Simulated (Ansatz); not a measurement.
C₂H₉NSi, SMILES CC[SiH2]N.

Coordinates come from a r2SCAN-D4/def2-SVP optimisation. The values are those of a single conformer.

Two levels are set side by side: PBE/def2-SVPD (Ansatz, a quantum-chemistry and plane-wave program) and PBE0/def2-SVPD (Ansatz). Energy differences of separate SCF runs at the same geometry; the states with an electron removed or added have multiplicity 2 and 2. Differences are taken from unrounded values.

```
quantity                           PBE0   PBE  PBE minus PBE0
---------------------------------  ----  ----  --------------
vertical ionisation energy (eV)    9.37  9.05           -0.32
vertical singlet–triplet gap (eV)  5.91  5.59           -0.33
```
